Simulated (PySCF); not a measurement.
**Telling isomers of C₅H₈FN₃ apart by NMR**

[PySCF 2.14: shieldings: GIAO PBE0/pcSseg-1; GFN2-xTB structure; one conformer; no solvent; one averaged value for each set of equivalent atoms; non-relativistic Hamiltonian]

Scale: $^{1}$H and $^{13}$C vs TMS (reference shieldings calculated alike). Splittings of carbon signals by F and P are missing where no couplings were computed. Where no couplings were computed, multiplicities follow the n + 1 count of equivalent neighbours, and m marks all less simple cases (inequivalent or close neighbours, rings, F or P nearby). Shifts are as computed. Against solution values, carbons near 30 ppm lie about +3 ppm off and those near 130 ppm about +5 ppm. Of 1211 compounds with measured shifts, 218 miss one by over three times the rms of a fit or turn the order of signals round; such compounds aren't used in these exercises. OH and NH positions are gas-phase values without hydrogen bonding to other molecules.

(1) Tabulate the signals of `CC(C)c1n[nH]c(F)n1`, `CCc1c(F)nnn1C` and their relative energies.

(2) What is the quickest way to tell CC(C)c1n[nH]c(F)n1 from CCc1c(F)nnn1C?

Answers

(1) 
```tsv
SMILES	carbon types	δC	δH	E rel. (kcal/mol)
CC(C)c1n[nH]c(F)n1	2×C 1×CH 2×CH3	171.1, 167.2, 33.5, 24.5	8.91 (br s, 1H), 2.94 (sept, 1H), 1.36 (d, 6H)	0.0
CCc1c(F)nnn1C	2×C 1×CH2 2×CH3	169.3, 126.8, 35.8, 19.2, 16.8	4.05 (s, 3H), 2.78 (q, 2H), 1.21 (t, 3H)	21.9
```

Energies are electronic energies at PBE0/pcSseg-1 on these geometries, without zero-point or thermal terms, each for the one conformer computed, which needn't be the lowest.

(2) Count the carbon signals: 4 against 5. The first has an sp3 CH on an aromatic ring at 33.5 ppm, the second an sp3 CH2 on an aromatic ring at 19.2 ppm. Their most deshielded carbons lie at 171.1 and 169.3 ppm. In the proton spectra the most deshielded non-exchanging signals are 2.94 (sept, 1H) and 4.05 (s, 3H).
